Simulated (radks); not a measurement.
Kinetic energies: the exact non-interacting value of the Kohn-Sham orbitals and orbital-free approximations, as 100 (|E| - |E exact|)/|E exact|, negative where the magnitude is too small. Species: Cd [Kr] 4d10 5s2; Yb [Xe] 4f14 6s2. Method: non-relativistic Kohn-Sham, exchange-only PBE, spin-polarised, spherical densities, point nucleus; computed with a radial shooting solver on a logarithmic mesh with Libxc functionals. Every spin shell is full or empty, so the densities are truly spherical. Functionals are evaluated on that one density, not self-consistently.

functional            Cd       Yb
exact (hartree)  5464.52  13391.2
Thomas-Fermi       -5.35    -4.89
von Weizsacker    -57.89   -62.92
TF + vW           +36.76   +32.19
TF + vW/9          -0.67    -0.77
TF + vW/5          +3.07    +2.52
LC94               +0.08    -0.05
APBEK              +0.13    -0.02
Thakkar            -0.55    -0.81
Pearson            -0.92    -0.94
LKT               +19.49   +16.69
